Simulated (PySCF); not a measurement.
Species: C9H10.
InChI=1S/C9H10/c1-7(2)4-5-9-6-8(9)3/h4-6H,1,3H2,2H3/b5-4+

Torsions of this conformer, `[CH2:1]=[C:2]([CH3:3])/[CH:4]=[CH:5]/[C:6]1=[CH:7][C:8]1=[CH2:9]`: C1–C2–C4–C5 180°, C4–C5–C6–C7 180°.

The closed-shell ground state was solved at several levels (PySCF, density fitting, gas phase, non-relativistic). One conformer (not necessarily the lowest) at the PBE0-D3(BJ)/def2-SVP geometry, without solvent, vibrations or thermal averaging.

| level | basis functions | total energy (Eh) | HOMO (eV) | LUMO (eV) | gap (eV) | dipole (D) |
| --- | --- | --- | --- | --- | --- | --- |
| PBE0/def2-SVPD | 260 | -348.1760 | -5.65 | -1.97 | 3.68 | 2.71 |
| KT3/pcSseg-1 | 203 | -354.5748 | -4.69 | -2.67 | 2.02 | 2.49 |

Task: Estimate the row for PBE0/pcSseg-1, a basis of 203 functions; the other rows only guide the guess.

Result: Total energy -348.3641 Eh, HOMO -5.63 eV, LUMO -1.95 eV, gap 3.68 eV, dipole 2.67 D.

Task: How far do the dipole and the HOMO energy spread over the levels?

Result: The dipole runs from 2.49 to 2.71 D (mean 2.62 D) and the HOMO from -5.65 to -4.69 eV.
